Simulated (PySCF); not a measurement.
## Identify the compound

An unknown has the formula C7H6F3N. Its calculated NMR data are:

1H NMR (500 MHz, computed): δ 7.18 (m, 1H), 6.95 (m, 1H), 6.05 (m, 1H), 6.05 (m, 1H), 3.21 (d, 2H).

13C{1H} NMR (computed): δ 139.7, 135.8, 135.5, 132.3, 131.1, 119.6, 17.0.

- coordinates at the GFN2-xTB level
- shielding tensors at PBE0/pcSseg-1 (GIAO)
- run in PySCF 2.14.0 with density-fitted response routines
- no relativistic terms, single conformer, no solvent, one averaged value for each set of equivalent atoms

Chemical shifts δ = σref − σ; 1H (σ = 31.72 ppm) and 13C (σ = 186.93 ppm) vs TMS, all at this level.

What is the structure?

Results:


1. The formula gives 4 degrees of unsaturation (no ring in the answer).
2. 7 carbon signals for 7 carbons: no two carbons are equivalent.
3. Carbon types of the structure: 2 × C, 4 × CH, 1 × CH2, which accounts for all hydrogens.
4. δC 139.7, 135.8, 135.5, 131.1: alkene CH; an sp2 carbon of a C=C bond.
5. δC 132.3: CF3 carbon; 3 electronegative neighbours deshield it.
6. δC 119.6: nitrile carbon; this is the usual window of a C≡N carbon, which has no attached hydrogen.
7. δC 17.0: allylic sp3 CH2; aliphatic region, no heteroatom directly attached.
8. δH 7.18, 6.95, 6.05, 6.05: hydrogen on an alkene CH; olefinic region.
9. δH 3.21: hydrogen on an allylic sp3 CH2.

Structure: SMILES N#CC/C=C\C=C/C(F)(F)F.

This is the structure that produced the data.

Splittings by 19F in the carbon and heteronuclear signals aren't shown, as no couplings were computed. Shifts are as computed. Against solution values, carbons near 30 ppm lie about +3 ppm off and those near 130 ppm about +5 ppm. Of 1211 compounds with measured shifts, 218 miss one by over three times the rms of a fit or turn the order of signals round; such compounds aren't used in these exercises. No couplings were computed; multiplicities are counted from neighbouring protons, with m where these are inequivalent, close in shift, in a saturated or five-membered ring or joined by F or P, and br s for small geminal =CH2 splittings.
